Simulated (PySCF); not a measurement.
# O⁺ (oxygen, charge +1) across methods

[He] 2s1 2p4, high-spin 4P determinant (an excited configuration). Calculation: PySCF 2.14, in def2-QZVPPD; the non-relativistic Hamiltonian (point nucleus). The B2PLYP total includes its PT2 part (frozen core); its orbital energies are those of the SCF part.

```
 method  E (hartree)  mean ε 2s α (eV)  mean ε 2p α (eV)  mean ε 2p β (eV)  Σ⟨r²⟩ (bohr²)   ⟨S²⟩
  HSE06     -73.9945           -45.307           -28.761           -22.923          7.665  3.753
    UHF    -73.82933           -56.909           -36.556           -26.857          7.619  3.759
r2SCAN0     -74.0354           -47.173           -29.867           -23.461          7.615  3.755
    PBE     -73.9818           -41.880           -26.576           -21.608          7.724  3.753
 B2PLYP     -74.0140           -49.697           -31.802           -24.949          7.650  3.755
 r2SCAN     -74.0432           -43.899           -27.496           -21.849          7.637  3.754
  wB97X     -74.0344           -47.999           -31.491           -25.996          7.639  3.754
    LDA     -73.4913           -41.530           -26.654           -21.367          7.770  3.754
```

Q: Estimate the same row for PBE0.

A: E (hartree) = -73.9865; mean ε 2s α (eV) = -45.763; mean ε 2p α (eV) = -29.197; mean ε 2p β (eV) = -23.299; Σ⟨r²⟩ (bohr²) = 7.665; ⟨S²⟩ = 3.753.
